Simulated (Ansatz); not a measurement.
Isolated molecules relaxed with PBE0-D4/def2-TZVP in Ansatz; ΔE leaves out vibrations. CBS: MP2 limit from def2 TZ/QZ plus the TZ coupled-cluster correction, frozen cores. This one scheme is used for every species. Functionals use def2-TZVPP. B3LYP here is the variant with VWN-RPA as its local correlation; programs differ in this. For Ge outer-core shells are correlated without core-valence functions, which leaves a few kJ/mol of doubt a bond. Scalar relativity is left out up to krypton. One conformer a species, not always the lowest.

Consider the ligand exchange at the Si–O bond: `O[SiH2][O][GeH3]` + `N[SiH2]N` → `N[SiH2]N[SiH2]O` + `[OH][GeH3]`.

`O[SiH2][O][GeH3]`:

Z-matrix (Å, degrees):
```
Si
O 1 1.628
O 1 1.644 2 112.9
H 1 1.482 2 110.8 3 -116.3
H 1 1.484 2 106.1 3 121.5
Ge 2 1.779 1 133.2 3 63.6
H 3 0.958 1 117.7 2 70.5
H 6 1.538 2 108.6 1 31.5
H 6 1.536 2 108.0 1 -89.1
H 6 1.533 2 105.7 1 151.5
```

`N[SiH2]N`:

Z-matrix (Å, degrees):
```
Si
N 1 1.711
N 1 1.711 2 108.5
H 1 1.493 2 103.5 3 -125.0
H 1 1.493 2 117.1 3 116.6
H 2 1.006 1 120.5 3 150.7
H 2 1.007 1 121.6 3 -58.1
H 3 1.006 1 120.5 2 150.7
H 3 1.007 1 121.6 2 -58.1
```

`N[SiH2]N[SiH2]O`:

Cartesian coordinates in Å:
```
N 2.090 -0.600 1.132
Si 1.319 0.201 -0.171
N -0.227 -0.504 -0.460
Si -1.741 0.248 -0.765
O -2.844 0.050 0.443
H 3.089 -0.722 1.129
H 1.718 -0.585 2.067
H 1.032 1.648 0.025
H 2.278 0.047 -1.300
H -0.227 -1.516 -0.481
H -1.448 1.686 -0.988
H -2.410 -0.371 -1.932
H -2.626 0.418 1.300
```

`[OH][GeH3]`:

Z-matrix (Å, degrees):
```
Ge
O 1 1.783
H 1 1.531 2 104.3
H 1 1.541 2 109.9 3 119.6
H 1 1.541 2 109.9 3 -119.6
H 2 0.959 1 112.7 3 180.0
```

```json
{"level": "PBE-D4", "ΔE (kJ/mol)": "45.2", "difference from CCSD(T)/CBS": "-7.1"}
{"level": "r2SCAN-D4", "ΔE (kJ/mol)": "52.3", "difference from CCSD(T)/CBS": "0.0"}
{"level": "PBE0-D4", "ΔE (kJ/mol)": "47.9", "difference from CCSD(T)/CBS": "-4.4"}
{"level": "B3LYP-D4", "ΔE (kJ/mol)": "53.2", "difference from CCSD(T)/CBS": "0.9"}
{"level": "ωB97X-V", "ΔE (kJ/mol)": "52.5", "difference from CCSD(T)/CBS": "0.2"}
{"level": "ωB97M-V", "ΔE (kJ/mol)": "51.7", "difference from CCSD(T)/CBS": "-0.6"}
{"level": "B2PLYP", "ΔE (kJ/mol)": "54.9", "difference from CCSD(T)/CBS": "2.6"}
{"level": "PBE", "ΔE (kJ/mol)": "46.5", "difference from CCSD(T)/CBS": "-5.8"}
{"level": "r2SCAN", "ΔE (kJ/mol)": "52.8", "difference from CCSD(T)/CBS": "0.5"}
{"level": "PBE0", "ΔE (kJ/mol)": "49.1", "difference from CCSD(T)/CBS": "-3.2"}
{"level": "B3LYP", "ΔE (kJ/mol)": "55.2", "difference from CCSD(T)/CBS": "2.9"}
{"level": "HF/def2-TZVPP", "ΔE (kJ/mol)": "64.6", "difference from CCSD(T)/CBS": "12.3"}
{"level": "MP2/def2-TZVPP", "ΔE (kJ/mol)": "52.2", "difference from CCSD(T)/CBS": "-0.1"}
{"level": "SCS-MP2/def2-TZVPP", "ΔE (kJ/mol)": "54.4", "difference from CCSD(T)/CBS": "2.1"}
{"level": "CCSD/def2-TZVPP", "ΔE (kJ/mol)": "54.1", "difference from CCSD(T)/CBS": "1.8"}
{"level": "CCSD(T)/def2-TZVPP", "ΔE (kJ/mol)": "52.2", "difference from CCSD(T)/CBS": "-0.1"}
{"level": "HF/def2-QZVPP", "ΔE (kJ/mol)": "65.5", "difference from CCSD(T)/CBS": "13.2"}
{"level": "MP2/def2-QZVPP", "ΔE (kJ/mol)": "52.5", "difference from CCSD(T)/CBS": "0.2"}
{"level": "SCS-MP2/def2-QZVPP", "ΔE (kJ/mol)": "54.7", "difference from CCSD(T)/CBS": "2.4"}
{"level": "HF/CBS(def2)", "ΔE (kJ/mol)": "65.7", "difference from CCSD(T)/CBS": "13.4"}
{"level": "MP2/CBS(def2)", "ΔE (kJ/mol)": "52.3", "difference from CCSD(T)/CBS": "0.0"}
{"level": "CCSD/CBS(def2)", "ΔE (kJ/mol)": "54.2", "difference from CCSD(T)/CBS": "1.9"}
{"level": "CCSD(T)/CBS", "ΔE (kJ/mol)": "52.3", "difference from CCSD(T)/CBS": "0"}
```

Largest T1 diagnostic among the species: 0.012.

In def2-TZVPP, CCSD(T) changes the Hartree–Fock value by −12.4 kJ/mol (the triples alone add −1.9 kJ/mol) and MP2 by −12.4 kJ/mol.
